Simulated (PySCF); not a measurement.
# Computed properties of Ga(Cl)2(SeH) (Cl₂GaHSe), SMILES [Cl][Ga]([Cl])[SeH]

Cl₂GaHSe, SMILES [Cl][Ga]([Cl])[SeH]. Geometry optimised at PBE0-D3(BJ)/def2-SVP. The structure was generated by enumeration; whether it is a known compound was not checked. Other conformers were not sampled. All values are computed for the isolated molecule unless a solvent is named; none is compared with measurement here.

**Structure.** The optimised structure has Cs symmetry. All 9 harmonic modes at PBE0-D3(BJ)/def2-SVP (PySCF) are real, so it is a minimum. With heavy atoms numbered as in [Ga:1]([Cl:2])([Cl:3])[SeH:4], the shortest bond between them is Ga1–Cl2 at 2.133 Å and the longest Ga1–Se4 at 2.298 Å.

**Vibrations.** The strongest infrared lines (harmonic, unscaled, degenerate partners summed) lie at 458 cm⁻¹ (75 km/mol, Cl 58 %, Ga 41 %), 427 cm⁻¹ (64 km/mol, Cl 59 %, Ga 38 %), 125 cm⁻¹ (8 km/mol, Ga 65 %, Cl 29 %). The softest mode is at 88 cm⁻¹ and the zero-point energy is 6.9 kcal/mol.

**Electronic structure.** HF/def2-TZVP (PySCF) places the frontier levels at -10.49 and 1.60 eV, a gap of 12.09 eV, and gives a dipole moment of 1.58 D and a mean polarisability of 71.0 bohr³. PBE/def2-TZVP (PySCF) at the same geometry gives -6.80 and -2.62 eV, so its gap is 7.91 eV narrower. An orbital gap is neither the optical nor the fundamental gap.

**Excitations.** TDA-CAM-B3LYP/def2-SVPD (PySCF) has S1 at 4.86 eV (255 nm, f = 0.013, weak); the most intense of the 10 singlets computed lies at 6.70 eV (f = 0.38). T1 (TDA) is at 4.46 eV, 0.40 eV under S1. TDA-PBE/def2-SVPD (PySCF) puts S1 at 4.19 eV. No vertical singlet excitation falls in the visible range (under 3.1 eV).

**NMR.** GIAO shifts at PBE0/pcSseg-1 (PySCF) (non-relativistic, atoms alike by connectivity averaged): ¹H at 1.8 ppm against TMS. Without spin–orbit terms, shifts of atoms bonded to Cl or Br come out too high.
